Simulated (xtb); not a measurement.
C5H8S, SMILES C(SC)C#CC. All values are semi-empirical tight-binding results from xtb (GFN2-xTB unless named), good for trends rather than for accurate numbers. Geometry: GFN2-xTB. One conformer was computed; it need not be the lowest.

Optimised geometry:

Bond lengths (Å): C1–C2 1.445, C1–H7 1.090, C1–H8 1.090, C1–H9 1.090, C2–C3 1.199, C3–C4 1.440, C4–S5 1.845, C4–H10 1.093, C4–H11 1.093, S5–C6 1.816, C6–H12 1.087, C6–H13 1.087, C6–H14 1.085. Angles (°): C2–C1–H7 110.0, C2–C1–H8 109.9, C2–C1–H9 110.0, H7–C1–H8 109.0, H7–C1–H9 109.0, H8–C1–H9 109.0, C1–C2–C3 178.6, C2–C3–C4 178.1, C3–C4–S5 110.8, C3–C4–H10 110.7, C3–C4–H11 110.7, S5–C4–H10 107.2, S5–C4–H11 107.2, H10–C4–H11 110.1, C4–S5–C6 97.6, S5–C6–H12 109.8, S5–C6–H13 109.8, S5–C6–H14 106.7, H12–C6–H13 110.6, H12–C6–H14 109.9, H13–C6–H14 109.9.
Charge 0, spin multiplicity 1.

| Property | Value |
|---|---|
| orbital gap | 4.08 eV |
| zero-point energy | 69.4 kcal/mol |
| G − E(el) at 298.15 K (modified RRHO) | 47.9 kcal/mol |
| static polarisability (D4 model) | 77.6 bohr³ |
| solvation energy, GFN2-xTB/ALPB(water) | -1.3 kcal/mol |
| solvation energy, GFN2-xTB/ALPB(octanol) | -5.6 kcal/mol |

Computed atomic charges and the Wiberg bond orders between heavy atoms:
charges (e) C1 -0.09, C2 -0.04, C3 -0.06, C4 0.02, S5 -0.21, C6 -0.05, H7 0.06, H8 0.06, H9 0.05, H10 0.05, H11 0.05, H12 0.05, H13 0.05, H14 0.06. Bond orders C1–C2 1.07, C2–C3 2.79, C3–C4 1.07, C4–S5 0.96, S5–C6 1.01.
